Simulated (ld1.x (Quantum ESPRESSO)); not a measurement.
Before and after: TM potential for tellurium

tellurium (Te), norm-conserving Troullier–Martins (Kleinman–Bylander form), made with ld1.x (Quantum ESPRESSO) 7.5 (PBE, scalar-relativistic). Core [Kr], reference 4d10 5s2 5p4. Waves: 5s (bound): rc 1.85 bohr; 4d (bound): rc 1.30 bohr; 5p (bound): rc 2.15 bohr. Local part: the p channel. Core correction: Bessel-smoothed model core inside 1.15 bohr.

All-electron outer shells of the reference configuration (PBE, scalar-relativistic, ld1.x):

| shell | level (eV) | outermost node (bohr) | outermost maximum (bohr) |
| --- | --- | --- | --- |
| 4s | -164.39 | 0.38 | 0.70 |
| 4p | -114.41 | 0.38 | 0.74 |
| 4d | -41.65 | 0.36 | 0.81 |
| 5s | -15.11 | 0.91 | 1.80 |
| 5p | -5.95 | 1.00 | 2.17 |

Change: wave 5s (bound): rc 1.85 bohr becomes 5s (bound): rc 1.60 bohr.

Cutoffs: the cutoffs (Ry, on a coarse ladder) from which the occupation-weighted sum of valence levels, in a spherical-Bessel basis at the reference potential, stays within 10 and 1 mRy of its value at 400 Ry; they do not see the model core or the augmentation charge, which bear on the density cutoff. Errors are all-electron minus pseudo energies relative to the spin-unpolarised reference configuration.

Problem. Predict the effect on cutoff, ghosts and configuration errors.

Solution. The potential gets neither clearly harder nor softer (110 Ry and 180 Ry → 110 Ry and 180 Ry); the d channel sets the loose cutoff, while the largest relative change is in s, which becomes harder; of the 7 tests that both files solve, the error grows in 1 and shrinks in 0 by more than 15 % and 0.3 meV (median size 3.2 → 3.5 meV); neither file shows a bound ghost.

```tsv
quantity	base	changed
cutoff, loose	110 Ry	110 Ry
cutoff, tight	180 Ry	180 Ry
loose cutoff by channel (10 mRy a level)	s 18 Ry, d 90 Ry, p 12 Ry	s 25 Ry, d 90 Ry, p 12 Ry
bound ghosts	none	none
error for 4d10 5s2 5p3, meV [ΔE 9.73 eV]	-0.3	-0.3
error for 4d10 5s2 5p2, meV [ΔE 27.65 eV]	+3.2	+3.5
error for 4d10 5s2 5p1, meV [ΔE 54.55 eV]	+11	+12
error for 4d10 5s2 5p0, meV [ΔE 91.03 eV]	+17	+21
error for 4d10 5s1 5p4, meV [ΔE 19.57 eV]	+0.2	+0.1
error for 4d9 5s2 5p4, meV [ΔE 49.25 eV]	-437	-418
error for 4d10 5s2 5p3.5, meV [ΔE 3.90 eV]	-0.5	-0.5
s: phases at 2.35 bohr within 0.05 rad from the reference energy up to (Ry; the scan ends near 5)	1.7	1.7
p: phases at 2.35 bohr within 0.05 rad from the reference energy up to (Ry; the scan ends near 5)	3.9	3.9
d: phases at 2.35 bohr within 0.05 rad from the reference energy up to (Ry; the scan ends near 5)	-0.3	-0.3
```
